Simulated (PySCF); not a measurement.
selenium dioxide (O₂Se), SMILES O=[Se]=O.

Geometry optimised at PBE0-D3(BJ)/def2-TZVP.

Method: PySCF with TDDFT-PBE0/def2-SVPD.

Vertical excitations.  State labels are in the subgroup C2v.

```json
[
 {"state": "S1", "symmetry": "B1", "energy (eV)": "3.19", "λ (nm)": "389", "f": "0.003", "main pairs": "HOMO→LUMO 100 %"},
 {"state": "S2", "symmetry": "A2", "energy (eV)": "3.31", "λ (nm)": "374", "f": "0.000", "main pairs": "HOMO−1→LUMO 100 %"},
 {"state": "S3", "symmetry": "B2", "energy (eV)": "5.08", "λ (nm)": "244", "f": "0.049", "main pairs": "HOMO−2→LUMO 88 %"},
 {"state": "S4", "symmetry": "B1", "energy (eV)": "6.71", "λ (nm)": "185", "f": "0.004", "main pairs": "HOMO−4→LUMO 99 %"},
 {"state": "S5", "symmetry": "A2", "energy (eV)": "6.92", "λ (nm)": "179", "f": "0.000", "main pairs": "HOMO−5→LUMO 100 %"},
 {"state": "S6", "symmetry": "A1", "energy (eV)": "7.48", "λ (nm)": "166", "f": "0.015", "main pairs": "HOMO→LUMO+1 65 %, HOMO−3→LUMO 28 %"},
 {"state": "S7", "symmetry": "A1", "energy (eV)": "7.72", "λ (nm)": "161", "f": "0.051", "main pairs": "HOMO−3→LUMO 44 %, HOMO→LUMO+1 32 %, HOMO−1→LUMO+2 21 %"},
 {"state": "S8", "symmetry": "B2", "energy (eV)": "7.75", "λ (nm)": "160", "f": "0.000", "main pairs": "HOMO−1→LUMO+1 53 %, HOMO→LUMO+2 44 %"},
 {"state": "S9", "symmetry": "A2", "energy (eV)": "7.93", "λ (nm)": "156", "f": "0.000", "main pairs": "HOMO−2→LUMO+1 96 %"},
 {"state": "S10", "symmetry": "B1", "energy (eV)": "8.36", "λ (nm)": "148", "f": "0.024", "main pairs": "HOMO−2→LUMO+2 97 %"},
 {"state": "T1", "symmetry": "B1", "energy (eV)": "2.39", "λ (nm)": "518", "f": "0", "main pairs": "HOMO→LUMO 99 %"},
 {"state": "T2", "symmetry": "B2", "energy (eV)": "2.61", "λ (nm)": "475", "f": "0", "main pairs": "HOMO−2→LUMO 99 %"},
 {"state": "T3", "symmetry": "A2", "energy (eV)": "2.81", "λ (nm)": "441", "f": "0", "main pairs": "HOMO−1→LUMO 99 %"},
 {"state": "T4", "symmetry": "A1", "energy (eV)": "5.37", "λ (nm)": "231", "f": "0", "main pairs": "HOMO−3→LUMO 98 %"}
]
```
Triplets are in the Tamm–Dancoff approximation, which puts them higher than full response would, so one can lie above its singlet here.
